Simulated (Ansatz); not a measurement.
One change: `[Cl][SnH3]` becomes `[SiH3][SnH2][Cl]`.

Ansatz, PBE0-D4/def2-TZVP geometries, multiplicity 1. 

Elements past krypton have def2 core potentials.

| property | `[Cl][SnH3]` |
| --- | --- |
| size of the dipole moment (PBE/def2-TZVPP) / D | 2.35 |
| LUMO energy (PBE/def2-TZVPP) / eV | -1.70 |
| zero-point energy (PBE0-D4/def2-TZVP) / kJ/mol | 56.2 |
| HOMO energy (ωB97M-V/def2-TZVPP) / eV | -10.86 |
| size of the dipole moment (ωB97M-V/def2-TZVPP) / D | 2.51 |
| HOMO energy (PBE/def2-TZVPP) / eV | -7.27 |

(1) What does the change do to each property? (Estimate.)

Results:

(1) The calculation gave: 
| property | `[SiH3][SnH2][Cl]` | shift |
| --- | --- | --- |
| size of the dipole moment (PBE/def2-TZVPP) / D | 2.61 | 0.26 |
| LUMO energy (PBE/def2-TZVPP) / eV | -1.86 | -0.16 |
| zero-point energy (PBE0-D4/def2-TZVP) / kJ/mol | 103.4 | 47.2 |
| HOMO energy (ωB97M-V/def2-TZVPP) / eV | -10.06 | 0.80 |
| size of the dipole moment (ωB97M-V/def2-TZVPP) / D | 2.80 | 0.29 |
| HOMO energy (PBE/def2-TZVPP) / eV | -6.86 | 0.41 |

With PBE0 the HOMO rises by 0.60 eV and the LUMO falls by 0.19 eV, so the gap narrows by about 0.79 eV. PBE moves the HOMO by 0.41 eV and ωB97M-V by 0.80 eV. The zero-point energy changes by 47.2 kJ/mol with +9 modes. Dipoles are sizes alone; their direction can turn.
